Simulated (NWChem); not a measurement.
System: C₄H₅Si, doublet; SMILES [C]1=C[SiH2]C=C1

Input file for NWChem:

```
start job
memory heap 200 mb stack 900 mb global 1100 mb
geometry units angstroms noautosym nocenter noautoz
  C      0.875118     1.222183     0.000000
  C      1.437455     0.019186     0.000000
  Si    -0.067850    -1.129075     0.000000
  C     -1.305477     0.290385     0.000000
  C     -0.581584     1.432753     0.000000
  H      2.499731    -0.199516     0.000000
  H     -0.162598    -1.996141     1.207455
  H     -0.162598    -1.996141    -1.207455
  H     -2.391707     0.286217     0.000000
  H     -0.999187     2.437436     0.000000
end
basis spherical
  C library def2-svp
  Si library def2-svp
  H library def2-svp
end
dft
  odft
  mult 2
  xc m05-2x
  iterations 150
end
cosmo
  do_cosmo_smd true
  solvent dmso
end
task dft energy
```

NWChem printed, in part:

```
             Northwest Computational Chemistry Package (NWChem) 7.3.0
             --------------------------------------------------------

                             Geometry "geometry" -> ""
                             -------------------------

 Output coordinates in angstroms (scale by  1.889725989 to convert to a.u.)

  No.       Tag          Charge          X              Y              Z
 ---- ---------------- ---------- -------------- -------------- --------------
    1 C                    6.0000     0.87511800     1.22218300     0.00000000
    2 C                    6.0000     1.43745500     0.01918600     0.00000000
    3 Si                  14.0000    -0.06785000    -1.12907500     0.00000000
    4 C                    6.0000    -1.30547700     0.29038500     0.00000000
    5 C                    6.0000    -0.58158400     1.43275300     0.00000000
    6 H                    1.0000     2.49973100    -0.19951600     0.00000000
    7 H                    1.0000    -0.16259800    -1.99614100     1.20745500
    8 H                    1.0000    -0.16259800    -1.99614100    -1.20745500
    9 H                    1.0000    -2.39170700     0.28621700     0.00000000
   10 H                    1.0000    -0.99918700     2.43743600     0.00000000

 Effective nuclear repulsion energy (a.u.)     191.5983705987

                                 NWChem DFT Module
                                 -----------------

 Summary of "ao basis" -> "ao basis" (spherical)
 ------------------------------------------------------------------------------
       Tag                 Description            Shells   Functions and Types
 ---------------- ------------------------------  ------  ---------------------
 C                          def2-svp                 6       14   3s2p1d
 Si                         def2-svp                 8       18   4s3p1d
 H                          def2-svp                 3        5   2s1p

 in cosmo_initialize ...
 calling solv_data for solv:dmso

 solvent parameters
 solvname_short: dmso
 solvname_long:  dimethylsulfoxide
 dielec:       46.8260
 dielecinf:     2.0079
 nonaqueous SMD model solvent descriptors
 dielec:       46.8260
 sola:          0.0000
 solb:          0.8800
 solc:          0.0000
 solg:         61.7800
 solh:          0.0000
 soln:          1.4170

          ---------------
          -cosmo- solvent
          ---------------
 Cosmo: York-Karplus, doi: 10.1021/jp992097l
 dielectric constant -eps-     =  46.83
 screen = (eps-1)/(eps    )    =   0.97864
 surface charge correction     = lagrangian

   van der Waals surface
 --------------------------

 ---------- ATOMIC COORDINATES (A.U.) ------------ VDWR(ANG.) --
     1    1.65373323    2.30959098    0.00000000     1.850
     2    2.71639607    0.03625628    0.00000000     1.850
     3   -0.12821791   -2.13364237    0.00000000     2.470
     4   -2.46699381    0.54874808    0.00000000     1.850
     5   -1.09903440    2.70751058    0.00000000     1.850
     6    4.72380664   -0.37703057    0.00000000     1.200
     7   -0.30726567   -3.77215952    2.28175909     1.200
     8   -0.30726567   -3.77215952   -2.28175909     1.200
     9   -4.51967087    0.54087170    0.00000000     1.200
    10   -1.88818964    4.60608615    0.00000000     1.200
 number of segments per atom =        128
 number of   points per atom =        128
 atom (   nspa,  nppa )
 ----------------------
    1 (     56,     0 )       0
    2 (     42,     0 )       0
    3 (     82,     0 )       0
    4 (     36,     0 )       0
    5 (     46,     0 )       0
    6 (     50,     0 )       0
    7 (     31,     0 )       0
    8 (     31,     0 )       0
    9 (     48,     0 )       0
   10 (     52,     0 )       0
 number of -cosmo- surface points =      474
 molecular surface =    118.022 angstrom**2
 molecular volume  =    109.427 angstrom**3
 -lineq- algorithm             =   0
 -bem- low  level              =   3
 -bem- from -octahedral-
 gaussian surface charge width =   4.50000
 degree of switching           =   1.00000
 switching function tolerance  =   0.00010
 atomic radii =
 --------------
    1  6.000  1.850
    2  6.000  1.850
    3 14.000  2.470
    4  6.000  1.850
    5  6.000  1.850
    6  1.000  1.200
    7  1.000  1.200
    8  1.000  1.200
    9  1.000  1.200
   10  1.000  1.200
 ...... end of -cosmo- initialization ......

 nat:                    10
 ixmem:                  5529
 calling mnsol_interface()
 G(SMD-CDS) energy (kcal/mol)  =     1.893
 SMD-CDS SASA (angstrom**2)    =   143.124

            General Information
            -------------------
          SCF calculation type: DFT
          Wavefunction type:  spin polarized.
          No. of atoms     :    10
          No. of electrons :    43
           Alpha electrons :    22
            Beta electrons :    21
          Charge           :     0
          Spin multiplicity:     2
          Use of symmetry is: off; symmetry adaption is: off
          Maximum number of iterations: 150
          AO basis - number of functions:    99
                     number of shells:    47
          Convergence on energy requested:  1.00D-06
          Convergence on density requested:  1.00D-05
          Convergence on gradient requested:  5.00D-04

              XC Information
              --------------
                       M05-2X Method XC Functional
                     Hartree-Fock (Exact) Exchange  0.560
                M05-2X metaGGA Exchange Functional  0.440
                      M05-2X Correlation Potential  1.000

             Grid Information
             ----------------
          Grid used for XC integration:  medium
          Radial quadrature: Mura-Knowles
          Angular quadrature: Lebedev.
          Tag              B.-S. Rad. Rad. Pts. Rad. Cut. Ang. Pts.
          ---              ---------- --------- --------- ---------
          C                   0.70       49          10.0       434
          Si                  1.10       88          10.0       590
          H                   0.35       45          12.0       434
          Grid pruning is: on
          Number of quadrature shells:   509
          Spatial weights used:  Erf1

      Superposition of Atomic Density Guess
      -------------------------------------

 Sum of atomic energies:        -441.73418150

      Non-variational initial energy
      ------------------------------

 Total energy =    -444.616633
 1-e energy   =    -984.872629
 2-e energy   =     348.657626
 HOMO         =      -0.162502
 LUMO         =      -0.064953

[...]

                                COSMO-SMD solvation results
                                ---------------------------

             internal energy in gas <Psi(g)|H|Psi(g)> =      -444.560370718454
         internal energy in solvent <Psi(s)|H|Psi(s)> =      -444.559713031963
                               delta internal energy  =         0.000657686491 (    0.41 kcal/mol)
   total free energy in solvent <Psi(s)|H+V/2|Psi(s)> =      -444.564517775802
 polarization energy contribution <Psi(s)|V/2|Psi(s)> =        -0.004804743839 (   -3.02 kcal/mol)
    total free energy in solvent including G(SMD-CDS) =      -444.561501658972
                       G(SMD-CDS) energy contribution =         0.003016116830 (    1.89 kcal/mol)
     1 M fixed-concentration free energy of solvation =        -0.001130940517 (   -0.71 kcal/mol)

                    DFT Final Alpha Molecular Orbital Analysis
                    ------------------------------------------

 Vector   20  Occ=1.000000D+00  E=-3.880964D-01
              MO Center= -7.5D-01, -5.7D-02, -1.2D-07, r^2= 2.9D+00
   Bfn.  Coefficient  Atom+Function         Bfn.  Coefficient  Atom+Function
  ----- ------------  ---------------      ----- ------------  ---------------
    51      0.341288   4 C  py               50     -0.220998   4 C  px
    37     -0.209720   3 Si py               65     -0.196447   5 C  py
    95     -0.192401  10 H  s                36      0.188168   3 Si px
    54      0.185777   4 C  py               90      0.164347   9 H  s
     3      0.150093   1 C  s                40     -0.130665   3 Si py

 Vector   21  Occ=1.000000D+00  E=-3.083999D-01
              MO Center=  1.9D-02,  5.4D-01, -8.1D-10, r^2= 2.9D+00
   Bfn.  Coefficient  Atom+Function         Bfn.  Coefficient  Atom+Function
  ----- ------------  ---------------      ----- ------------  ---------------
    52     -0.343083   4 C  pz               20      0.320170   2 C  pz
    55     -0.274419   4 C  pz               66     -0.255405   5 C  pz
     6      0.252961   1 C  pz               23      0.253555   2 C  pz
    69     -0.193233   5 C  pz                9      0.181660   1 C  pz
    45     -0.047164   3 Si d  1

 Vector   22  Occ=1.000000D+00  E=-2.959485D-01
              MO Center=  8.6D-01,  7.3D-01,  9.7D-10, r^2= 2.8D+00
   Bfn.  Coefficient  Atom+Function         Bfn.  Coefficient  Atom+Function
  ----- ------------  ---------------      ----- ------------  ---------------
     5      0.420023   1 C  py                8      0.305299   1 C  py
     3      0.299931   1 C  s                 4      0.280674   1 C  px
    19     -0.222156   2 C  py                7      0.213268   1 C  px
    64     -0.162272   5 C  px               36      0.153463   3 Si px
    75     -0.141190   6 H  s                31      0.139866   3 Si s

 Vector   23  Occ=0.000000D+00  E=-2.714512D-02
              MO Center=  2.0D-02,  3.2D-01,  4.0D-10, r^2= 3.7D+00
   Bfn.  Coefficient  Atom+Function         Bfn.  Coefficient  Atom+Function
  ----- ------------  ---------------      ----- ------------  ---------------
    55      0.378747   4 C  pz               23      0.360589   2 C  pz
    69     -0.330975   5 C  pz               41      0.312804   3 Si pz
    81     -0.297089   7 H  s                86      0.297089   8 H  s
    52      0.292771   4 C  pz                9     -0.289727   1 C  pz
    20      0.279535   2 C  pz               66     -0.261307   5 C  pz

 Vector   24  Occ=0.000000D+00  E= 8.151186D-02
              MO Center= -7.3D-02, -1.4D+00,  2.7D-10, r^2= 3.8D+00
   Bfn.  Coefficient  Atom+Function         Bfn.  Coefficient  Atom+Function
  ----- ------------  ---------------      ----- ------------  ---------------
    39      1.425708   3 Si px               17     -1.034468   2 C  s
    49      1.031313   4 C  s                54     -0.334071   4 C  py
    22      0.326085   2 C  py               76      0.254066   6 H  s
    40     -0.198101   3 Si py               63     -0.190574   5 C  s
    21      0.184632   2 C  px               53      0.181728   4 C  px

 Vector   25  Occ=0.000000D+00  E= 9.948961D-02
              MO Center= -1.0D-01, -1.2D+00,  1.4D-10, r^2= 4.2D+00
   Bfn.  Coefficient  Atom+Function         Bfn.  Coefficient  Atom+Function
  ----- ------------  ---------------      ----- ------------  ---------------
    40      1.938214   3 Si py               49     -1.030530   4 C  s
    17     -0.901402   2 C  s                81      0.774426   7 H  s
    86      0.774426   8 H  s                32      0.726303   3 Si s
    31     -0.409871   3 Si s                21      0.327626   2 C  px
    54      0.325578   4 C  py               53     -0.321381   4 C  px

                     DFT Final Beta Molecular Orbital Analysis
                     -----------------------------------------

 Vector   19  Occ=1.000000D+00  E=-3.848085D-01
              MO Center= -7.2D-01, -2.2D-02,  6.1D-09, r^2= 2.9D+00
   Bfn.  Coefficient  Atom+Function         Bfn.  Coefficient  Atom+Function
  ----- ------------  ---------------      ----- ------------  ---------------
    51      0.334709   4 C  py               50     -0.225131   4 C  px
    36      0.199547   3 Si px               37     -0.195129   3 Si py
    65     -0.191510   5 C  py               95     -0.191775  10 H  s
    54      0.183984   4 C  py               90      0.170285   9 H  s
     3      0.151824   1 C  s                39      0.127139   3 Si px

 Vector   20  Occ=1.000000D+00  E=-3.812551D-01
              MO Center= -5.8D-02, -4.5D-01, -6.3D-09, r^2= 4.2D+00
   Bfn.  Coefficient  Atom+Function         Bfn.  Coefficient  Atom+Function
  ----- ------------  ---------------      ----- ------------  ---------------
    66      0.253449   5 C  pz               80     -0.247327   7 H  s
    85      0.247327   8 H  s                 6      0.219032   1 C  pz
    38     -0.200245   3 Si pz               69      0.172635   5 C  pz
    81     -0.170228   7 H  s                86      0.170228   8 H  s
    52      0.152694   4 C  pz               20      0.146048   2 C  pz

 Vector   21  Occ=1.000000D+00  E=-3.056346D-01
              MO Center=  2.0D-01,  4.8D-01, -1.3D-10, r^2= 2.9D+00
   Bfn.  Coefficient  Atom+Function         Bfn.  Coefficient  Atom+Function
  ----- ------------  ---------------      ----- ------------  ---------------
    20      0.369034   2 C  pz               52     -0.314318   4 C  pz
    23      0.296585   2 C  pz               55     -0.253422   4 C  pz
    66     -0.245162   5 C  pz                6      0.225048   1 C  pz
    69     -0.184307   5 C  pz                9      0.158506   1 C  pz
    45     -0.049114   3 Si d  1

 Vector   22  Occ=0.000000D+00  E=-5.317512D-02
              MO Center=  9.3D-01,  1.1D+00,  9.5D-11, r^2= 2.8D+00
   Bfn.  Coefficient  Atom+Function         Bfn.  Coefficient  Atom+Function
  ----- ------------  ---------------      ----- ------------  ---------------
     3      0.440979   1 C  s                 8      0.424880   1 C  py
     5      0.350674   1 C  py                7      0.291236   1 C  px
    39      0.261055   3 Si px                4      0.246187   1 C  px
    32      0.223730   3 Si s                49      0.173326   4 C  s
    31      0.164901   3 Si s                63     -0.144361   5 C  s

 Vector   23  Occ=0.000000D+00  E=-2.152472D-02
              MO Center= -1.6D-01,  4.0D-01,  2.2D-10, r^2= 3.6D+00
   Bfn.  Coefficient  Atom+Function         Bfn.  Coefficient  Atom+Function
  ----- ------------  ---------------      ----- ------------  ---------------
    55      0.422609   4 C  pz               69     -0.360249   5 C  pz
    52      0.317507   4 C  pz               23      0.308994   2 C  pz
    41      0.303087   3 Si pz                9     -0.287271   1 C  pz
    81     -0.288526   7 H  s                86      0.288526   8 H  s
    66     -0.275750   5 C  pz               20      0.240725   2 C  pz

 Vector   24  Occ=0.000000D+00  E= 8.572844D-02
              MO Center= -9.3D-02, -1.3D+00,  7.8D-11, r^2= 4.1D+00
   Bfn.  Coefficient  Atom+Function         Bfn.  Coefficient  Atom+Function
  ----- ------------  ---------------      ----- ------------  ---------------
    39      1.428536   3 Si px               49      1.065727   4 C  s
    17     -1.024698   2 C  s                22      0.343965   2 C  py
    54     -0.341326   4 C  py               76      0.294929   6 H  s
    63     -0.257361   5 C  s                 8     -0.215199   1 C  py
    53      0.209714   4 C  px               96      0.197244  10 H  s

   alpha - beta orbital overlaps
   -----------------------------

   alpha      1      2      3      4      5      6      7      8      9     10
    beta      1      3      2      4      5      6      9      7      8     10
 overlap   1.000  0.996  0.996  0.999  0.999  1.000  0.872  0.872  1.000  0.997

   alpha     11     12     13     14     15     16     17     18     19     20
    beta     11     12     13     14     15     16     17     18     20     19
 overlap   0.996  0.994  0.998  0.994  0.966  0.971  0.996  0.950  0.994  0.998

   alpha     21     22     23     24     25     26     27     28     29     30
    beta     21     22     23     24     25     26     27     28     29     30
 overlap   0.995  0.946  0.995  0.992  0.999  0.996  0.999  0.996  0.999  0.997

[...]
```

Level: M05-2X/def2-SVP, spin-unrestricted, SMD on the gas-phase geometry. In the optimisation the excess spin sits in a' (Cs, its own frame). The geometry was optimised at B3LYP/6-31G* (spherical d), spin-unrestricted. No stability test was run on the SCF state. Solvent: dimethyl sulfoxide.
